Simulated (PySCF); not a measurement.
## Computed properties of 3-ethynylthiophene (C6H4S), SMILES C#Cc1ccsc1

3-ethynylthiophene (C6H4S), SMILES C#Cc1ccsc1. The structure is a stationary point at B3LYP-D3(BJ)/def2-SVP. One conformer was computed; it need not be the lowest. All values are computed for the isolated molecule unless a solvent is named; none is compared with measurement here.

**Structure.** The optimised structure has Cs symmetry. All 27 harmonic modes at B3LYP-D3(BJ)/def2-SVP (PySCF) are real, so it is a minimum. With heavy atoms numbered as in [CH:1]#[C:2][c:3]1[cH:4][cH:5][s:6][cH:7]1, the shortest bond between them is C1–C2 at 1.214 Å and the longest C5–S6 at 1.732 Å.

**Vibrations.** The strongest infrared lines (harmonic, unscaled, degenerate partners summed) lie at 3472 cm⁻¹ (100 km/mol, H 86 %, C 14 %), 807 cm⁻¹ (60 km/mol, H 64 %, C 36 %), 657 cm⁻¹ (51 km/mol, H 67 %, C 33 %). The softest mode is at 153 cm⁻¹ and the zero-point energy is 47.7 kcal/mol.

**Electronic structure.** B3LYP/def2-TZVP (PySCF) places the frontier levels at -6.50 and -1.18 eV, a gap of 5.32 eV, and gives a dipole moment of 0.51 D and a mean polarisability of 86.6 bohr³. PBE/def2-TZVP (PySCF) at the same geometry gives -5.73 and -1.83 eV, so its gap is 1.42 eV narrower. An orbital gap is neither the optical nor the fundamental gap.

**Excitations.** TDA-ωB97X/def2-SVPD (PySCF) has S1 at 5.58 eV (222 nm, f = 0.248, bright); the most intense of the 10 singlets computed lies at 5.58 eV (f = 0.25). T1 (TDA) is at 3.50 eV, 2.08 eV under S1. TDA-PBE/def2-SVPD (PySCF) puts S1 at 4.80 eV. No vertical singlet excitation falls in the visible range (under 3.1 eV).

**NMR.** GIAO shifts at PBE0/pcSseg-1 (PySCF) (non-relativistic, atoms alike by connectivity averaged): ¹³C from 83.2 to 144.0 ppm against TMS; ¹H from 3.4 to 7.8 ppm against TMS.

**Solvation.** SMD-PBE0/6-31G* (PySCF) gives -1.4 kcal/mol in water, -6.0 kcal/mol in acetonitrile, -5.9 kcal/mol in chloroform (1 M in both phases, gas-phase geometry); of these solvents acetonitrile holds the molecule best.
